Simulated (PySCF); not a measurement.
W(OH)3(H)3 (H₆O₃W), SMILES [WH3]([OH])([OH])[OH], multiplicity 1.

Coordinates come from a B3LYP-D3(BJ)/def2-SVP optimisation. The multiplicity is an assumed one; no other spin state was optimised. The structure was generated by enumeration; whether it is a known compound was not checked. The def2 effective core potentials stand for the cores of W; spin–orbit coupling is left out. Other conformers were not sampled.

Two levels are set side by side: TDA-PBE/def2-SVPD (PySCF) and TDA-PBE0/def2-SVPD (PySCF). Vertical, same geometry. The lowest singlet is HOMO→LUMO+2 50 %, HOMO−1→LUMO+1 50 % with PBE and HOMO−1→LUMO+1 50 %, HOMO→LUMO+2 50 % with the other functional; states are paired by order. Differences are taken from unrounded values.

```tsv
quantity	TDA-PBE0	TDA-PBE	TDA-PBE minus TDA-PBE0
lowest singlet excitation (eV)	4.77	4.61	-0.15
lowest triplet excitation (TDA) (eV)	4.19	4.11	-0.08
```

Functionals without exact exchange tend to place singlet excitations lower, as here. Differences between two approximate levels are no errors against the true value.

Rough cost on one machine, each run with all the roots and properties that it gave: TDA-PBE0 against TDA-PBE about 2 times.
